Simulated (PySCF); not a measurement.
FGa, neutral, multiplicity 1. Atoms are numbered in the order given.

```xyz
2

Ga     0.0000     0.0000    -0.4056
F      0.0000     0.0000     1.3971
```
Charge 0, spin multiplicity 1.

The structure is a stationary point at B3LYP-D3(BJ)/def2-TZVPD.

These are C-PCM-ωB97X/def2-TZVPD (PySCF) values and carry that method's errors.

The values are the electrostatic part of the solvation free energy, E(continuum) − E(gas) at the gas-phase geometry, in a cavity of scaled van der Waals radii (PySCF's table); cavitation and dispersion terms are not included. A continuum can't describe solvent molecules that bind to the metal. In vacuum the orbital gap is 10.56 eV. The dipole moment in vacuum is 2.45 D.

Problem. Estimate the values in water (ε = 78.36), dimethylsulfoxide (ε = 46.83), chlorobenzene (ε = 5.70). (Estimate from the structure and the level; the computed values follow.)

Solution. 
```
solvent                ε  ΔG(elec) (kcal/mol)  dipole (D)  gap (eV)
-----------------  -----  -------------------  ----------  --------
water              78.36                 -6.1        3.08     10.75
dimethylsulfoxide  46.83                 -6.1        3.08     10.75
chlorobenzene       5.70                 -5.0        2.95     10.72
```
